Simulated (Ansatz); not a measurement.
Relaxed structures of SiHBrO, singlet (PBE0-D4/def2-TZVP; forces vanish, vibrations not checked; lower isomers may exist, and structures with a doubtful reference or unclear bonds are left out; Å). Ansatz 0.2.0; basis: def2-TZVPP; cores frozen in the correlated methods. Filled d shells of the heavier atoms are correlated. The def2 sets are not built for correlating such inner shells, so the correlated values are less sure here.

Task: Rank them by CCSD(T) energy, lowest first, and give each one's height above the lowest. Links in brackets join atoms within 1.22 times the sum of their covalent radii (1.1 for two metals). (An estimate is asked for; the value comes from the calculation.)
A.
SiHBrO ([SiH][O][Br])
```
4
angstrom
O -0.2410 -1.2777 1.0047
Si 0.0187 0.1120 0.1622
Br 0.9090 -2.6951 1.2780
H 1.4567 -0.1007 -0.3209
```
B.
SiHBrO ([O][Br][SiH])
```
4
angstrom
O -3.0147 1.2799 -0.2338
Si -0.0958 -0.1642 0.2246
Br -1.4091 1.3993 -0.7292
H 0.9796 0.5310 -0.6104
```
C.
SiHBrO ([O][SiH][Br])
```
4
angstrom
O 0.2199 -1.3214 1.0037
Si 0.1507 -0.1252 0.0844
Br -1.6712 0.8882 -0.5484
H 1.3006 0.5584 -0.5396
```

Result: By the calculation: C (0.00 kcal/mol), A (71.99 kcal/mol), B (128.12 kcal/mol). Heights count from the lowest.

The T1 diagnostic stays at or below 0.026. The T1 diagnostic is large here, which may signal multireference character or strong orbital relaxation, so CCSD(T) is less sure. The restricted Hartree–Fock reference is unstable towards an unrestricted one at one or more of these structures.

For scale, one of the runs: CCSD(T)/def2-TZVPP, 135 basis functions, launched by `ansatz run in.yaml --threads 2 --pin off --events-out ev --progress --plain --max-ram 4352MiB`. Time: 21 s of wall clock on 2 CPU threads of an Arm Neoverse V2; the host was shared. Peak host memory: 0.71 GiB.
